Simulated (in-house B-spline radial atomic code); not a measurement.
## Ionising Xe V (Xe4+) with different functionals

Computed with an all-electron radial atomic-structure program (B-spline basis): four-component Dirac-Coulomb Hamiltonian, Fermi nucleus of rms radius 4.7859 fm, spin-restricted, spherical fractional occupations for the functionals, and exact exchange of hybrids averaged over the configuration. The ionisation energy is the difference of two self-consistent energies, [Kr] 4d10 5s2 5p2 → [Kr] 4d10 5s2 5p1, without Breit or QED terms; ε is the level of the shell that loses the electron (mean over j). The electron is taken from both j subshells in proportion to 2j + 1, so the result is a j average, not the step between ground levels.

```json
{"method": "B97-1", "rung": "global hybrid", "ΔSCF (eV)": "53.44", "-ε(5p) (eV)": "49.06"}
{"method": "BHandHLYP", "rung": "global hybrid", "ΔSCF (eV)": "?", "-ε(5p) (eV)": "?"}
{"method": "wB97X", "rung": "range-separated hybrid", "ΔSCF (eV)": "?", "-ε(5p) (eV)": "?"}
{"method": "LC-wPBE", "rung": "range-separated hybrid", "ΔSCF (eV)": "53.67", "-ε(5p) (eV)": "52.42"}
```

What does wB97X give?

ΔSCF 53.54 eV, and -ε(5p) = 51.92 eV.

What does BHandHLYP give?

ΔSCF 53.57 eV, and -ε(5p) = 50.87 eV.

Among the functionals, which spreads more, the ΔSCF values or the orbital energies?

The orbital energies: ΔSCF values span about 0.23 eV and the orbital energies 3.36 eV; here energy differences depend much less on the functional than eigenvalues do.

How do they compare with the NIST value?

NIST lists 54.1 eV ± 0.5 (semi-empirical, ground level to ground level). Errors run from -0.66 to -0.43 eV; all lie within about twice that uncertainty, so the table can't rank the methods.
